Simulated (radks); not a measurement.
Question: The rhenium ion Re34+, [Kr] 4d5. All-electron calculation, non-relativistic Kohn-Sham, exchange-only PBE, spin-polarised, spherical densities, point nucleus. Program: a radial shooting solver on a logarithmic mesh with Libxc functionals. Every spin shell is full or empty, so the densities are truly spherical. Functionals are evaluated on that one density, not self-consistently. Rank these exchange functionals by their error against the exact value of the orbitals, and give that value: LDA, PBE, RPBE, PW86, APBE, TPSS, revTPSS, SCAN, MS2, Tao-Mo, TASK, MVS.

Answer: Exact: -257.466 hartree. From best to worst, with 100 (|E| - |E exact|)/|E exact| (equal figures are ties): MVS +0.01, SCAN +0.09, RPBE -0.23, APBE +0.26, PW86 -0.30, TPSS -0.37, PBE -0.43, MS2 -0.64, Tao-Mo -0.84, revTPSS -0.95, TASK -2.04, LDA -4.64.
